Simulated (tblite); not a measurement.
Give a GFN2-xTB geometry of `CO[CH]Cc1cnsn1` [radical]. (Doublet state.)

```
atom  x, y, z in Å
C1     2.3125    0.8676   -0.3232
O2     1.5301    0.3470    0.7233
C3     0.8814   -0.8165    0.4789
C4    -0.3257   -1.1046    1.2945
C5    -1.4289   -0.4996    0.4846
C6    -1.6577    0.8887    0.3181
N7    -2.6022    1.1609   -0.5452
S8    -3.1885   -0.2412   -1.1424
N9    -2.2229   -1.2305   -0.2792
H10    3.0815    0.1538   -0.6352
H11    1.6899    1.1206   -1.1881
H12    2.7868    1.7688    0.0609
H13    1.0104   -1.2858   -0.4851
H14   -0.2471   -0.6258    2.2698
H15   -0.4898   -2.1758    1.3997
H16   -1.1376    1.6812    0.8247
```

Orientation and origin are arbitrary. Atoms count from 1 in this order. C5 (carbon bonded to 2 C and N) is planar (angles 125.4°, 122.1° and 112.1°, sum 359.6°, 0.05 Å off the plane of its three neighbours). The C–C distances run from 1.417 Å (C5–C6, aromatic) to 1.496 Å (C4–C5, drawn single), a spread of 0.079 Å. The 5-membered ring C5–C6–N7–S8–N9 has internal angles of 96.6° to 113.5°; it is planar, 0.00 Å rms from its mean plane, widest ring torsion 0°. N9 (nitrogen bonded to C and S) is bent (angle 109.0°).

Bonds between heavy atoms (Å): C1–O2 1.407, O2–C3 1.354, C3–C4 1.485, C4–C5 1.496, C5–C6 1.417, C6–N7 1.308, N7–S8 1.633, S8–N9 1.630, C5–N9 1.322.

Structure optimised with GFN2-xTB, isolated species. This method treats the open shell by occupation alone, without spin polarisation.

Point group: C1 (no symmetry element, even within 0.4 Å). Its GFN2-xTB frequencies are all real (lowest 33 cm⁻¹). Torsions: C1–O2–C3–C4 -156°, O2–C3–C4–C5 90°, C3–C4–C5–C6 -71°. 3 starts were optimised and ended at 0.00, 0.02 and 1.04 kcal/mol (GFN2-xTB); the lowest of these is shown.

On one thread, Arm Neoverse V2 (aarch64), no GPU, shared host, this took 0.67 s. These figures are those of the optimisation.

One conformer stands for the species.

All values are computed, not measured.
